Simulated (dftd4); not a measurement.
Br (SMILES [Br]), doublet; D4 for tpss (dftd4).

The dftd4 input:
```
$ dftd4 mol.xyz --func tpss --charge 0 --json dftd4.json --noedisp --grad

# file mol.xyz
1

Br     0.00000000     0.00000000     0.00000000
```

Problem. What does dftd4 print? Leave out banner, timings and long lists.

Solution. 
```
                    ____  _____ _____     ____  _  _
      -------------|  _ \|  ___|_   _|---|  _ \| || |------------
     |             | | | | |_    | | ___ | | | | || |_           |
     |             | |_| |  _|   | ||___|| |_| |__   _|          |
     |             |____/|_|     |_|     |____/   |_|            |
     |             ===================================           |
     |            E. Caldeweyher, S. Ehlert & S. Grimme          |
     |          Mulliken Center for Theoretical Chemistry        |
     |                    University of Bonn                     |
      -----------------------------------------------------------

Rational (Becke-Johnson) damping: tpss-D4-ATM
---------------------
  s6         1.0000
  s8         1.7660
  s9         1.0000
  a1         0.4282
  a2         4.5426
 alp        16.0000
--------------------

Dispersion energy:       0.0000000000000E+00 Eh

Gradient norm:           0.0000000000000E+00 Eh/a0
--------------------------------------------------
     #    Z           dE/dx      dE/dy      dE/dz
--------------------------------------------------
     1   35 Br    0.000E+00  0.000E+00  0.000E+00
--------------------------------------------------

Virial:
--------------------------------------------------
      component           x          y          z
--------------------------------------------------
          x       0.000E+00  0.000E+00  0.000E+00
          y       0.000E+00  0.000E+00  0.000E+00
          z       0.000E+00  0.000E+00  0.000E+00
--------------------------------------------------

[Info] Dispersion results written to 'dftd4.txt'
[Info] JSON dump of results written to 'dftd4.json'
```
